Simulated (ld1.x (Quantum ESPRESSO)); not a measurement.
## Varying the ultrasoft potential for As

Base potential:

| Property | Result |
| --- | --- |
| Element | arsenic |
| Generator | ld1.x (Quantum ESPRESSO) 7.5 |
| Type | ultrasoft |
| Functional | revPBE |
| Relativity | scalar-relativistic |
| Frozen core | [Ar] 3d10 |
| Valence charge | 5 |
| Reference configuration | 4s2 4p2 (charge +1) |
| Partial waves | 4s (bound): rcut 1.35, rcutus 1.55 bohr; 4s channel at 1.4 Ry: rcut 1.35, rcutus 1.55 bohr; 4p (bound): rcut 1.35, rcutus 1.65 bohr; 4p channel at -0.1 Ry: rcut 1.35, rcutus 1.65 bohr; 4d channel at 0.25 Ry: rcut 1.50, rcutus 1.75 bohr |
| Local potential | all-electron potential smoothed inside 1.25 bohr (lloc = -1) |
| Core correction | a·sin(br)/r model core inside 1.35 bohr |
| Augmentation charge | PSQ, inside the norm-conserving radii |

Cutoffs, loose and tight: the cutoffs (Ry, on a coarse ladder) from which the occupation-weighted sum of valence levels, in a spherical-Bessel basis at the reference potential, stays within 10 and 1 mRy of its value at 400 Ry. They do not see the model core or the augmentation charge, which bear on the density cutoff. Test errors are all-electron minus pseudo excitation energies from the reference, over the configurations 4s2 4p3; 4s2 4p1; 4s2 4p0; 4s1 4p4; 4s2 4p2.5; 4s0 4p5; 4s1 4p3. A dash means not determined; rows that change the core or the reference have their own tests.

A true bound ghost makes a file unfit for plane-wave use even where its test errors are small: the radial tests pick states by their node count and pass the ghost by.

| change | outcome | cutoff, loose | cutoff, tight | bound ghosts | largest test error (meV) |
| --- | --- | --- | --- | --- | --- |
| base | generated | 15 Ry | 25 Ry | none | -92 |
| local potential all-electron potential smoothed inside 0.72 bohr (lloc = -1) | generated | 21 Ry | 30 Ry | s, p | -93 |
| local potential all-electron potential smoothed inside 1.00 bohr (lloc = -1) | generated | 15 Ry | 21 Ry | s | -93 |
| local potential all-electron potential smoothed inside 1.10 bohr (lloc = -1) | generated | 15 Ry | 21 Ry | none | -85 |
| local potential all-electron potential smoothed inside 1.26 bohr (lloc = -1) | generated | 15 Ry | 25 Ry | none | -92 |
| local potential all-electron potential smoothed inside 1.46 bohr (lloc = -1) | generated | 15 Ry | 30 Ry | none | -93 |
| local potential all-electron potential smoothed inside 1.56 bohr (lloc = -1) | generated | 15 Ry | 30 Ry | none | -93 |
| local potential all-electron potential smoothed inside 1.72 bohr (lloc = -1) | generated | 15 Ry | 30 Ry | none | -93 |
| local potential all-electron potential smoothed inside 1.88 bohr (lloc = -1) | generated | 15 Ry | 30 Ry | none | -93 |
| local potential all-electron potential smoothed inside 2.00 bohr (lloc = -1) | generated | 15 Ry | 30 Ry | none | -93 |

(1) What comes out with this change to the base: local potential all-electron potential smoothed inside 0.82 bohr (lloc = -1)?

Answers

(1) outcome: generated; cutoff, loose: 25 Ry; cutoff, tight: 30 Ry; bound ghosts: s; largest test error (meV): -93.

Reading the sweep of the rcloc (base included, trends over the rows without a ghost): The loose cutoff stays near 15 Ry. The median size of the test errors (rows with all tests solved) stays near 10.7 meV. Bound ghosts are found at 0.72, 0.82, 1 bohr.
